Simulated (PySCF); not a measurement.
PySCF job for Ti(OH)3(NH2) (H5NO3Ti), SMILES [NH2][Ti]([OH])([OH])[OH], multiplicity 1, B3LYP-D3(BJ)/def2-SVP. Geometry: B3LYP-D3(BJ)/def2-SVP. The spin state was assumed, not searched. The structure was generated by enumeration; whether it is a known compound was not checked. One conformer was computed; it need not be the lowest.

```python
import numpy as np
from pyscf import gto, scf, dft, df
from pyscf.hessian import thermo

mol = gto.M(
    atom='''
    Ti    0.03202556    0.02249682   -0.00667292
    O     1.40677248   -0.46739641   -1.06607889
    H     2.26117466   -0.82899035   -0.80123294
    O     0.53044182    0.40380616    1.67799516
    H     0.52498465    1.25422276    2.13342541
    O    -0.76266385    1.46805379   -0.73881247
    H    -1.68197933    1.55996852   -1.01451356
    N    -1.17539170   -1.41582759    0.08050315
    H    -1.25737168   -2.14548225   -0.62503954
    H    -1.72003222   -1.65956408    0.90581263
    ''',
    basis='def2-SVP',
    charge=0,
    spin=0,
    max_memory=1600,
    verbose=3,
)
mf = dft.RKS(mol, xc='b3lyp').density_fit(auxbasis='def2-universal-jkfit')
mf.disp = 'd3bj'
mf.grids.level = 3
mf.conv_tol = 1e-11
mf.max_cycle = 100
mf.kernel()

# analytic Hessian; the response equations are solved on a coarser grid
h, args, fine = mf.Hessian(), (mf.mo_energy, mf.mo_coeff, mf.mo_occ), mf.grids
h.max_memory = max(150, 2.5e-5 * df.make_auxmol(mol, mf.with_df.auxbasis).nao * mol.nelec[0] * (mol.nelec[0] + mol.nao))  # MB; small integral blocks
h1ao = h.make_h1(mf.mo_coeff, mf.mo_occ)
mf.grids = dft.Grids(mol).set(level=1).build(with_non0tab=True)
mo1, mo_e1 = h.solve_mo1(*args, h1ao)
mf.grids = fine
hess = h.hess_elec(*args, mo1, mo_e1, h1ao) + h.hess_nuc()
if mf.do_disp():
    hess += h.get_dispersion()
for i in range(mol.natm):  # the analytic DFT Hessian lacks the response of the grid: restore translational invariance
    hess[i, i] -= hess[i].sum(axis=0)
hess = (hess + hess.transpose(1, 0, 3, 2)) / 2
vib = thermo.harmonic_analysis(mol, hess, imaginary_freq=False)
thermo.dump_normal_mode(mol, vib)
th = thermo.thermo(mf, vib['freq_au'][vib['freq_au'] > 0], 298.15, 101325)
thermo.dump_thermo(mol, th)
g0 = mf.nuc_grad_method().set(verbose=0).kernel()

# dipole derivatives [dipole axis, atom, xyz] from the same response
r, irp = mol.intor('int1e_r'), mol.intor('int1e_irp').reshape(3, 3, mol.nao, mol.nao)
sl, dm0, ok = mol.aoslice_by_atom(), np.array(mf.make_rdm1()), []
dmu = np.einsum('a,xt->xat', mol.atom_charges(), np.eye(3))
for a, (_, _, p0, p1) in enumerate(sl):
    dmu[:, a] += 2 * np.einsum('xtij,ij->xt', irp[:, :, :, p0:p1], dm0.reshape(-1, mol.nao, mol.nao).sum(0)[:, p0:p1])
    for u, c, occ, f in [(mo1, mf.mo_coeff, mf.mo_occ, 4)]:
        dmu[:, a] -= f * np.einsum('tui,xuv,vi->xt', u[a], r, c[:, occ > 0], optimize=True)
L = vib['norm_mode']
ir = 974.8801 * (np.einsum('xat,kat->kx', dmu, L) ** 2).sum(1)       # km/mol
apt = np.einsum('xax->a', dmu) / 3
print('mode   freq/cm-1   IR/(km/mol)')
for k, w in enumerate(vib['freq_wavenumber']):
    print(f'{k + 1:4d} {w:11.2f} {ir[k]:13.3f}')
print('max |gradient| / (hartree/bohr):', abs(g0).max())
print('APT charges:', apt.round(4))
```

It prints:

```
converged SCF energy = -1132.79540457206

WARN: DFTD3 does not support analytical Hessian, using finite difference


WARN: Mole.unit (angstrom) is changed to Bohr

Mode                                 0                   1                   2
Irrep
Freq [cm^-1]                      145.4456            166.3899            181.1065
Reduced mass [au]                   1.9018              2.2440              3.0811
Force const [Dyne/A]                0.0237              0.0366              0.0595
Char temp [K]                     209.2639            239.3980            260.5720
Normal mode                   x     y     z       x     y     z       x     y     z
       0  Ti                -0.00  0.03 -0.00   -0.01  0.03  0.02    0.02 -0.02 -0.03
       1   O                 0.00  0.06 -0.02   -0.08 -0.08 -0.02   -0.01 -0.02 -0.07
       2   H                -0.23 -0.47  0.02   -0.20 -0.37 -0.03    0.07  0.05 -0.22
       3   O                -0.04 -0.09  0.03   -0.01  0.03  0.02   -0.14  0.03  0.01
       4   H                 0.03 -0.15  0.14   -0.01  0.05 -0.01   -0.29  0.07 -0.07
       5   O                 0.01 -0.01 -0.09    0.01  0.04  0.03    0.05  0.04  0.06
       6   H                 0.00  0.04 -0.02    0.11  0.05 -0.29    0.01  0.18  0.25
       7   N                 0.04  0.00  0.08    0.10 -0.06 -0.05    0.03 -0.02  0.07
       8   H                -0.18  0.11 -0.01    0.30 -0.09 -0.04   -0.03 -0.05  0.12
       9   H                 0.27 -0.11  0.20   -0.03 -0.07 -0.15    0.07  0.06  0.12
Mode                                 3                   4                   5
Irrep
Freq [cm^-1]                      195.6466            222.9576            241.9023
Reduced mass [au]                   2.5792              3.4119              1.4654
Force const [Dyne/A]                0.0582              0.0999              0.0505
Char temp [K]                     281.4919            320.7863            348.0435
Normal mode                   x     y     z       x     y     z       x     y     z
       0  Ti                -0.06 -0.01 -0.03    0.01  0.03 -0.05   -0.00  0.03 -0.01
       1   O                 0.02  0.04  0.06    0.07 -0.09  0.07   -0.03 -0.05  0.00
       2   H                -0.00  0.07  0.20   -0.05 -0.26  0.23    0.20  0.48 -0.01
       3   O                 0.02 -0.02 -0.05    0.01 -0.03 -0.04    0.00 -0.10  0.01
       4   H                 0.31  0.06 -0.19   -0.18 -0.07  0.03   -0.16 -0.20  0.21
       5   O                 0.06  0.07  0.01   -0.11  0.03  0.07   -0.01  0.03 -0.03
       6   H                 0.07  0.31  0.07   -0.16 -0.01  0.23    0.08 -0.06 -0.38
       7   N                 0.03 -0.08  0.04    0.01  0.03  0.01    0.03  0.02  0.05
       8   H                 0.10 -0.17  0.12    0.03 -0.02  0.06    0.19 -0.16  0.22
       9   H                 0.06 -0.06  0.07    0.05  0.06  0.04    0.04  0.11  0.09
Mode                                 6                   7                   8
Irrep
Freq [cm^-1]                      268.1508            275.0532            342.7103
Reduced mass [au]                   1.4060              1.2671              1.2422
Force const [Dyne/A]                0.0596              0.0565              0.0860
Char temp [K]                     385.8094            395.7403            493.0838
Normal mode                   x     y     z       x     y     z       x     y     z
       0  Ti                 0.01  0.02  0.01    0.01 -0.01 -0.01    0.01  0.01 -0.01
       1   O                -0.04 -0.05  0.00    0.04  0.06 -0.02    0.01 -0.06  0.01
       2   H                 0.06  0.13 -0.08   -0.08 -0.23 -0.01    0.13  0.13 -0.10
       3   O                -0.04 -0.03  0.04   -0.04 -0.03  0.02   -0.06 -0.00  0.01
       4   H                 0.45 -0.02  0.02    0.35  0.08 -0.17    0.53  0.12 -0.21
       5   O                -0.01 -0.02 -0.08   -0.03 -0.02  0.04   -0.04  0.02  0.05
       6   H                -0.20  0.07  0.58    0.05 -0.13 -0.27    0.03 -0.19 -0.25
       7   N                 0.04  0.01 -0.02   -0.01  0.02  0.03    0.00  0.03 -0.01
       8   H                 0.22 -0.06  0.03    0.05 -0.22  0.27   -0.19  0.17 -0.14
       9   H                -0.12  0.08 -0.11   -0.35  0.47 -0.06    0.39 -0.23  0.17
Mode                                 9                  10                  11
Irrep
Freq [cm^-1]                      386.0813            466.8679            474.2966
Reduced mass [au]                   1.2472              1.3104              1.3645
Force const [Dyne/A]                0.1095              0.1683              0.1809
Char temp [K]                     555.4850            671.7189            682.4071
Normal mode                   x     y     z       x     y     z       x     y     z
       0  Ti                -0.00  0.01 -0.00   -0.00  0.01  0.00    0.01 -0.00  0.01
       1   O                -0.00 -0.03 -0.00   -0.02 -0.00 -0.02    0.01 -0.01 -0.11
       2   H                 0.04  0.17  0.14   -0.05  0.09  0.22   -0.17  0.15  0.76
       3   O                -0.00 -0.01 -0.00    0.04 -0.06  0.08   -0.04  0.03  0.00
       4   H                 0.05 -0.02  0.03   -0.29  0.36 -0.68    0.13 -0.06  0.16
       5   O                -0.03 -0.01  0.00   -0.01 -0.01 -0.03    0.01 -0.03  0.03
       6   H                 0.04  0.30 -0.11   -0.02  0.02  0.03    0.03  0.04  0.01
       7   N                 0.09 -0.04  0.04    0.02  0.02 -0.01   -0.02  0.02  0.00
       8   H                -0.48  0.34 -0.28   -0.01  0.02 -0.00    0.13 -0.01  0.01
       9   H                -0.35  0.21 -0.18    0.07  0.02  0.02    0.07 -0.10  0.02
Mode                                12                  13                  14
Irrep
Freq [cm^-1]                      508.2123            527.5617            698.3128
Reduced mass [au]                   1.3452              1.3183              6.1458
Force const [Dyne/A]                0.2047              0.2162              1.7658
Char temp [K]                     731.2044            759.0439           1004.7167
Normal mode                   x     y     z       x     y     z       x     y     z
       0  Ti                 0.00  0.01 -0.00   -0.00  0.00  0.01    0.02  0.02 -0.00
       1   O                 0.02 -0.00  0.01   -0.04 -0.01  0.01    0.08 -0.03 -0.06
       2   H                 0.06 -0.04 -0.18   -0.04  0.04  0.09    0.09 -0.02 -0.05
       3   O                 0.00  0.00  0.02    0.02  0.03  0.02    0.02  0.02  0.09
       4   H                 0.04  0.01  0.00    0.00 -0.03  0.13    0.04  0.04  0.07
       5   O                -0.04 -0.10  0.02    0.00 -0.01 -0.00   -0.05  0.07 -0.04
       6   H                 0.11  0.77 -0.15   -0.01  0.06  0.06   -0.04  0.10 -0.05
       7   N                -0.03  0.05 -0.02    0.03 -0.03 -0.11   -0.11 -0.13  0.01
       8   H                 0.17 -0.05  0.05   -0.46 -0.29  0.23   -0.13 -0.15  0.02
       9   H                 0.13 -0.07  0.05    0.34  0.43  0.24   -0.11 -0.15  0.00
Mode                                15                  16                  17
Irrep
Freq [cm^-1]                      746.4586            788.9159            800.7601
Reduced mass [au]                   8.1229              7.2685              7.5396
Force const [Dyne/A]                2.6667              2.6654              2.8484
Char temp [K]                    1073.9878           1135.0743           1152.1155
Normal mode                   x     y     z       x     y     z       x     y     z
       0  Ti                -0.04 -0.07  0.02    0.06 -0.03  0.05    0.04 -0.05 -0.07
       1   O                 0.08 -0.02 -0.05   -0.05  0.02  0.02   -0.10  0.04  0.07
       2   H                 0.07 -0.06 -0.07   -0.08  0.01  0.11   -0.12  0.03  0.13
       3   O                 0.02  0.02  0.05   -0.04 -0.03 -0.11    0.02  0.04  0.11
       4   H                -0.00 -0.01  0.11   -0.03 -0.01 -0.15    0.08  0.01  0.16
       5   O                -0.05  0.10 -0.05   -0.07  0.09 -0.06   -0.03  0.04 -0.01
       6   H                -0.05  0.09 -0.04   -0.05  0.21 -0.07   -0.01  0.06 -0.07
       7   N                 0.07  0.09 -0.01   -0.03 -0.01 -0.01   -0.01  0.02  0.02
       8   H                 0.09  0.09 -0.01   -0.01 -0.06  0.03    0.06  0.07 -0.05
       9   H                 0.09  0.13  0.01    0.01 -0.01  0.01   -0.00 -0.09 -0.01
Mode                                18                  19                  20
Irrep
Freq [cm^-1]                     1483.3792           3531.3537           3630.7404
Reduced mass [au]                   1.1276              1.0491              1.0950
Force const [Dyne/A]                1.4618              7.7081              8.5048
Char temp [K]                    2134.2524           5080.8317           5223.8271
Normal mode                   x     y     z       x     y     z       x     y     z
       0  Ti                 0.00  0.00  0.00   -0.00 -0.00 -0.00    0.00 -0.00 -0.00
       1   O                -0.00  0.00  0.00   -0.00 -0.00  0.00    0.00  0.00 -0.00
       2   H                -0.00 -0.00  0.00   -0.00  0.00 -0.00    0.00 -0.00  0.00
       3   O                 0.00  0.00 -0.00   -0.00  0.00 -0.00   -0.00  0.00 -0.00
       4   H                -0.00 -0.00 -0.00   -0.00 -0.00 -0.00   -0.00 -0.00 -0.00
       5   O                 0.00 -0.00  0.00   -0.00 -0.00  0.00   -0.00  0.00 -0.00
       6   H                 0.00 -0.00  0.00    0.00 -0.00  0.00   -0.00  0.00  0.00
       7   N                -0.05 -0.07  0.01    0.03  0.05 -0.01    0.02 -0.02 -0.07
       8   H                 0.41  0.32 -0.42   -0.04 -0.48 -0.49    0.06  0.49  0.47
       9   H                 0.18  0.55  0.32   -0.37 -0.14  0.57   -0.36 -0.17  0.54
Mode                                21                  22                  23
Irrep
Freq [cm^-1]                     3873.3388           3877.7015           3883.2552
Reduced mass [au]                   1.0671              1.0673              1.0680
Force const [Dyne/A]                9.4329              9.4558              9.4893
Char temp [K]                    5572.8722           5579.1491           5587.1397
Normal mode                   x     y     z       x     y     z       x     y     z
       0  Ti                -0.00  0.00 -0.00    0.00 -0.00  0.00   -0.00 -0.00  0.00
       1   O                -0.05  0.02 -0.01   -0.01  0.01 -0.00    0.01 -0.01  0.00
       2   H                 0.81 -0.34  0.24    0.21 -0.09  0.06   -0.19  0.08 -0.06
       3   O                -0.00  0.02  0.01   -0.00 -0.05 -0.03    0.00  0.02  0.01
       4   H                 0.00 -0.27 -0.15   -0.00  0.73  0.40    0.00 -0.33 -0.18
       5   O                -0.01  0.00 -0.00   -0.02  0.00 -0.01   -0.05  0.01 -0.02
       6   H                 0.09 -0.01  0.03    0.40 -0.04  0.12    0.82 -0.09  0.25
       7   N                 0.00  0.00  0.00    0.00  0.00 -0.00   -0.00 -0.00  0.00
       8   H                -0.00 -0.00 -0.00    0.00 -0.00 -0.00    0.00  0.00  0.00
       9   H                 0.00 -0.00  0.00   -0.00 -0.00  0.00    0.00  0.00 -0.00
temperature 298.1500 [K]
pressure 101325.00 [Pa]
Rotational constants [GHz] 3.23945 3.18933 3.12687
Symmetry number 1
Zero-point energy (ZPE) 0.06314 [Eh]   165782.077 [J/mol]
                           tot       elec      trans        rot        vib
Entropy [J/mol/K]       373.812      0.000    167.913    111.715     94.183
Cv [J/mol/K]            132.267      0.000     12.472     12.472    107.324
Cp [J/mol/K]            140.582      0.000     20.786     12.472    107.324
Internal energy [J/mol]                      3718.434   3718.434 182441.000
Internal energy [Eh]   -1132.72308  -1132.79540
Enthalpy [J/mol]                             6197.391   3718.434 182441.000
Enthalpy [Eh]          -1132.72214
Gibbs free energy [J/mol]                  -43866.016 -29589.329 154360.195
Gibbs free energy [Eh] -1132.76459
mode   freq/cm-1   IR/(km/mol)
   1      145.45        28.855
   2      166.39        22.423
   3      181.11         2.988
   4      195.65         7.800
   5      222.96        19.120
   6      241.90        31.108
   7      268.15        77.871
   8      275.05        43.122
   9      342.71       136.657
  10      386.08       236.906
  11      466.87        96.190
  12      474.30       153.496
  13      508.21        96.222
  14      527.56        30.415
  15      698.31        16.867
  16      746.46       225.801
  17      788.92       217.766
  18      800.76       239.400
  19     1483.38        28.997
  20     3531.35        47.856
  21     3630.74        17.188
  22     3873.34       194.269
  23     3877.70       188.239
  24     3883.26        86.222
max |gradient| / (hartree/bohr): 0.0001027358529885351
APT charges: [ 2.2219 -0.9059  0.3199 -0.9078  0.3302 -0.9059  0.3149 -0.8012  0.1684
  0.1657]
```

Self-consistency was reached.
